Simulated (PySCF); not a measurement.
A series of related compounds: `C(P1(=O)CCOCC1)(F)(F)F`, C$_{5}$H$_{8}$F$_{3}$O$_{2}$P; SMILES O=P1(C2CC2)CCOCC1, C$_{7}$H$_{13}$O$_{2}$P; SMILES COCP1(=O)CCOCC1, C$_{6}$H$_{13}$O$_{3}$P.

- GIAO PBE0/pcSseg-1 shieldings
- GFN2-xTB geometry
- run in PySCF 2.14.0 with density-fitted response routines
- a single conformation, no relativistic terms, one averaged value for each set of equivalent atoms, in vacuum

Scale: H3PO4 for $^{31}$P (reference shieldings calculated alike).

Problem. How does the $^{31}$P shift change along the series?

Solution. 
| compound | change | δ (ppm) | HOMO–LUMO gap (eV) |
| --- | --- | --- | --- |
| O=P1(C(F)(F)F)CCOCC1 | cPr replaced by CF3 | -1.0 | 8.67 |
| O=P1(C2CC2)CCOCC1 | base | 3.8 | 8.47 |
| COCP1(=O)CCOCC1 | cPr replaced by CH2OCH3 | 8.3 | 8.50 |
